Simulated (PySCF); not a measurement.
Spin states of CdN

Unrestricted PBE0; Cd def2-SVPD with ECP28, N def2-SVPD; scalar-relativistic core potentials (PySCF 2.14). Outer shells of the fragments: Cd 4d10 5s2; N 2s2 2p3.

Followed along the bond (rough minima from three points):

```tsv
2Ms+1	unpaired	⟨S²⟩ at the start	R at minimum (Å)	Te (eV)
4	σ ↑, π ↑↑	3.77	2.40	0.00
2	σ ↓, π ↑↑	1.76	2.20	0.56
2	σ ↑, π ↑↓	1.76	2.25	0.90
2	π ↑	1.10	2.02	1.16
```

Solutions found at the starting distance of 2.055 Å, counted from the lowest of them; the search is not exhaustive and high or unbound solutions are not listed, so other states can lie among these:

```json
{"2Ms+1": "4", "unpaired": "σ ↑, π ↑↑", "term": "⁴Σ⁻", "E (eV)": "0.00", "⟨S²⟩": "3.77", "⟨Lz²⟩": "0.00", "μ (D)": "-1.16"}
{"2Ms+1": "2", "unpaired": "σ ↓, π ↑↑", "term": "mixed", "E (eV)": "0.43", "⟨S²⟩": "1.76", "⟨Lz²⟩": "0.00", "μ (D)": "-1.69"}
{"2Ms+1": "2", "unpaired": "σ ↑, π ↑↓", "term": "mixed", "E (eV)": "0.81", "⟨S²⟩": "1.76", "⟨Lz²⟩": "2.01", "μ (D)": "-1.46"}
{"2Ms+1": "2", "unpaired": "π ↑", "term": "mixed", "E (eV)": "0.96", "⟨S²⟩": "1.10", "⟨Lz²⟩": "1.01", "μ (D)": "-3.98"}
{"2Ms+1": "4", "unpaired": "σ ↑↑, π ↑", "term": "⁴Π", "E (eV)": "2.10", "⟨S²⟩": "3.76", "⟨Lz²⟩": "1.02", "μ (D)": "-2.75"}
{"2Ms+1": "2", "unpaired": "σ ↑", "term": "mixed", "E (eV)": "2.53", "⟨S²⟩": "0.76", "⟨Lz²⟩": "2.00", "μ (D)": "-1.54"}
{"2Ms+1": "4", "unpaired": "π ↑↑↑", "term": "⁴Π", "E (eV)": "3.70", "⟨S²⟩": "3.79", "⟨Lz²⟩": "1.00", "μ (D)": "-2.13"}
{"2Ms+1": "2", "unpaired": "π ↑", "term": "²Π", "E (eV)": "4.58", "⟨S²⟩": "0.75", "⟨Lz²⟩": "1.01", "μ (D)": "3.29"}
```

A term symbol is given only where ⟨S²⟩ and ⟨Lz²⟩ are close to those of a pure state; real π, δ and φ orbitals otherwise mix terms. A positive dipole means Cd(−)N(+).

**Question.** Compare the gap between the two lowest followed solutions at the starting distance with the gap between their minima.

**Answer.** At PBE0 the second solution (Ms = 0.5 of mixed spin, unpaired electrons σ ↓, π ↑↑) lies +0.43 eV from the first (quartet, unpaired electrons σ ↑, π ↑↑) at 2.055 Å and +0.56 eV at the minima; the two curves relax by different amounts, since their minima lie near 2.20 and 2.40 Å.

Spin–orbit coupling is left out.
